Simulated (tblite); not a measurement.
C5H12O2P (charge -1).
SMILES: `CC(C)(C)[P@@](C)(=O)[O-]`

Level: GFN2-xTB in tblite, geometry and Hessian alike; calculated harmonic values, unscaled, isolated species. Errors from tens to a few hundred cm⁻¹ against measured bands are possible.

Harmonic wavenumbers (cm⁻¹): 53.6, 145.5, 164.3, 189.9, 195.3, 211.7, 229.8, 258.6, 279.6, 288.4, 317.0, 379.2, 413.0, 442.8, 456.5, 603.4, 691.7, 800.4, 801.5, 867.5, 956.2, 974.0, 974.3, 1024.2, 1030.3, 1086.6, 1221.8, 1226.5, 1240.1, 1255.5, 1298.3, 1388.6, 1388.8, 1411.3, 1461.7, 1478.1, 1486.3, 1498.3, 1499.9, 1506.9, 1510.3, 1517.3, 2922.2, 2933.8, 2941.5, 2989.7, 2997.6, 3003.5, 3014.0, 3014.1, 3021.2, 3021.6, 3025.3, 3026.9.

A = 2214, B = 1489, C = 1452 MHz; mass 135.057 u (most abundant isotopes); point group Cs, symmetry number 1.

Task: What is the zero-point energy?

Result: ½Σν̃ = 36068 cm⁻¹ = 103.12 kcal/mol.

Task: Entropy at 200 K, 1 bar (ideal gas, RRHO, classical rotation)?

Result: Translation 38.66, rotation 27.41, vibration 18.72: S = 84.8 cal/(mol K).

Task: And Cp and H(200 K) − H(0)?

Result: Cp = 31.70 cal/(mol K), of which vibrations give 23.75 (their classical limit is 54 R = 107.3); H(200 K) − H(0) = 3.84 kcal/mol without the zero-point energy, 2.25 from vibrations.

Task: What must be added to the electronic energy to get the Gibbs energy at 200 K and 1 bar?

Result: ZPE + [H(200 K) − H(0)] − T·S = 103.12 + 3.84 − 16.96 = 90.00 kcal/mol.

Task: How do the functions run with temperature in this model?

Result: 
| T (K) | S (cal/(mol K)) | Cp (cal/(mol K)) | H − H(0) (kcal/mol) | G − H(0) (kcal/mol) | ln q(vib) |
| --- | --- | --- | --- | --- | --- |
| 150 | 76.5 | 26.3 | 2.39 | -9.08 | 2.38 |
| 250 | 92.4 | 36.6 | 5.55 | -17.55 | 5.19 |
| 298.15 | 99.2 | 41.3 | 7.42 | -22.17 | 6.57 |
| 400 | 112.7 | 50.8 | 12.12 | -32.97 | 9.46 |
| 600 | 136.4 | 66.1 | 23.88 | -57.93 | 14.95 |
| 900 | 166.3 | 81.6 | 46.22 | -103.48 | 22.60 |

q(vib) and H(0) count from the zero-point level.

Hindered rotation and anharmonicity are outside this model.

Time: 0.67 s. Hardware: one thread, Arm Neoverse V2 (aarch64), shared host with 96 logical CPUs at a one-minute load of 81. The figure is for the frequency step alone.

The values belong to the conformer `[CH3:1][C:2]([CH3:3])([CH3:4])[P@@:5]([CH3:6])(=[O:7])[O-:8]`: C1–C2–P5–C6 -179°.
